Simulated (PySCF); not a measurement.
Working out the ionisation energy of O²⁺

O²⁺ [He] 2s2 2p2 (3P) → O³⁺ [He] 2s2 2p1 (2P). Calculation: PySCF 2.14, in cc-pVDZ (3s2p1d, 14 functions); the non-relativistic Hamiltonian (point nucleus). Frozen: 1s2. Energies in hartree (1 hartree = 27.21139 eV):

| part | O²⁺ (lower) | O³⁺ (upper) |
| --- | --- | --- |
| UHF | -73.081026 | -71.073548 |
| CCSD correlation | -0.077832 | -0.082009 |
| (T) | -0.000601 | -0.000476 |

What does Hartree-Fock give?

(-71.073548) − (-73.081026) = 2.007478 hartree = 54.626 eV.

What do CCSD and CCSD(T) give?

The CCSD correlation energies differ by -0.004177 hartree = -0.114 eV and the triples by 0.000125 hartree = 0.003 eV, so CCSD gives 54.512 eV and CCSD(T) 54.515 eV.

Reference: 54.936 eV (semi-empirical (NIST evaluation); NIST Atomic Spectra Database, ionization energies), between the lowest levels; spin-orbit coupling is absent from the calculation.

A double-zeta basis recovers only part of the correlation energy.

What remains against the reference includes basis incompleteness, the frozen core and higher excitations.
